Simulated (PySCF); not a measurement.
These are PySCF 2.14.0 with PBE-D3(BJ)/def2-TZVP // PBE-D3(BJ)/def2-SVP values and carry that method's errors. Gas-phase values, no solvent. One relaxed conformer stands for a flexible species; it need not be the lowest. Excitations are Tamm–Dancoff values on a coarser integration grid. The basis has no diffuse functions, so Rydberg states are missing or too high.

Reference species (SMILES): `c1cc(c2ncccc2c1S)[SiH3]` (C–C–S–H torsion 139°) (neutral, multiplicity 1).

* **T1 excitation (TDA)**: 2.53 eV
* **brightest of the four lowest singlets (TDA)**: 3.23 eV
* **S1 oscillator strength**: 0.082

After one change: the T1 excitation (TDA) is nearly the same; the brightest of the four lowest singlets (TDA) goes up by 0.11 eV; the S1 oscillator strength decreases by 0.015.

**Question.** What was changed between the two runs? The new species is one of these.
A. `[SiH3]c1ccc(S)c2ncccc12` (C–C–S–H torsion 180°)
B. `[SiH3]c1cc(S)c2ccccc2n1` (C–C–S–H torsion 152°)
C. `[SiH3]c1c(S)cnc2ccccc12` (C–C–S–H torsion 180°)

**Answer.** C, `[SiH3]c1c(S)cnc2ccccc12` (C–C–S–H torsion 180°)
